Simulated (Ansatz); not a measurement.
Si(iPr)H3 (C3H10Si). Total charge 0; singlet. Geometry PBE0-D4/def2-SVP, basis def2-TZVP, Ansatz.

| atom | x (Å) | y (Å) | z (Å) |
| --- | --- | --- | --- |
| C1 | -0.114 | -0.436 | -0.019 |
| C2 | 1.253 | -0.585 | 0.649 |
| C3 | 0.012 | -0.159 | -1.518 |
| Si4 | -1.158 | 0.895 | 0.837 |
| H5 | -0.674 | -1.381 | 0.115 |
| H6 | 1.167 | -0.832 | 1.719 |
| H7 | 1.841 | 0.344 | 0.569 |
| H8 | 1.842 | -1.386 | 0.170 |
| H9 | 0.583 | -0.958 | -2.021 |
| H10 | -0.970 | -0.092 | -2.013 |
| H11 | 0.544 | 0.788 | -1.706 |
| H12 | -1.294 | 0.603 | 2.299 |
| H13 | -2.527 | 0.964 | 0.234 |
| H14 | -0.506 | 2.235 | 0.682 |

```tsv
run	HOMO (eV)	LUMO (eV)
A	-6.87	-0.13
B	-8.10	0.67
C	-7.11	0.37
D	-6.83	-0.02
```

Another isomer (singlet) lies 1.02 eV lower at PBE0-D4/def2-TZVP; other spin states weren't run for this one.

Q: The runs used PBE, PBE0, r2SCAN, revPBE. Estimate which is which.

A: A PBE (0 % exact exchange); B PBE0 (25 % exact exchange); C r2SCAN (0 % exact exchange); D revPBE (0 % exact exchange). Exact exchange lowers occupied and raises empty levels; among semilocal functionals meta-GGAs tend to open the gap a little, and such runs are hard to tell apart. The gap grows from 6.73 eV (PBE) to 8.77 eV (PBE0).
